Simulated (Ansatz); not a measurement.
A geometry optimisation of ClGeH3O2Si with B3LYP-D3(BJ)/def2-SVP

The starting geometry of this gas-phase singlet was optimised with GFN2-xTB; its bonds are those of `[OH][Ge][O][SiH2]Cl`.

```xyz
8

Cl    2.0065    1.0933   -1.5596
Ge   -1.4448   -1.0636   -3.1876
O    -0.9395   -2.6994   -2.8188
O    -0.6460   -0.1512   -1.8468
Si    0.2532    0.5776   -0.7271
H    -0.3710   -3.0399   -2.1298
H     0.5208   -0.3660    0.3540
H    -0.4544    1.7844   -0.3189
```

Task: Predict what becomes of its bonds when it is optimised with B3LYP-D3(BJ)/def2-SVP.

Result: It keeps its bonds, and is `[OH][Ge][O][SiH2]Cl`.

The energy falls by 0.25 eV over 33 steps:

```json
{"step": "1", "E − E(last) (eV)": "0.254"}
{"step": "5", "E − E(last) (eV)": "0.089"}
{"step": "8", "E − E(last) (eV)": "0.074"}
{"step": "12", "E − E(last) (eV)": "0.042"}
{"step": "15", "E − E(last) (eV)": "0.030"}
{"step": "19", "E − E(last) (eV)": "0.014"}
{"step": "22", "E − E(last) (eV)": "0.008"}
{"step": "26", "E − E(last) (eV)": "0.001"}
{"step": "29", "E − E(last) (eV)": "0.000"}
{"step": "33", "E − E(last) (eV)": "0.000"}
```

Final geometry (Å):

```yaml
atoms:
  - { symbol: Cl, position_ang: [1.6143, 1.7062, -1.7776] }
  - { symbol: Ge, position_ang: [-0.1227, -1.3443, -3.2962] }
  - { symbol: O, position_ang: [-1.2499, -2.7059, -3.0515] }
  - { symbol: O, position_ang: [-0.2729, -0.6983, -1.5899] }
  - { symbol: Si, position_ang: [0.3054, 0.5287, -0.6564] }
  - { symbol: H, position_ang: [-1.6138, -2.7415, -2.1521] }
  - { symbol: H, position_ang: [1.0694, -0.0127, 0.4945] }
  - { symbol: H, position_ang: [-0.8051, 1.4030, -0.2052] }
```

Frequencies at the end are all real (lowest 26 cm⁻¹). Run with Ansatz 0.2.0, 86 s on 2 threads of Intel(R) Xeon(R) 6975P-C (Granite Rapids), with other jobs on the host.
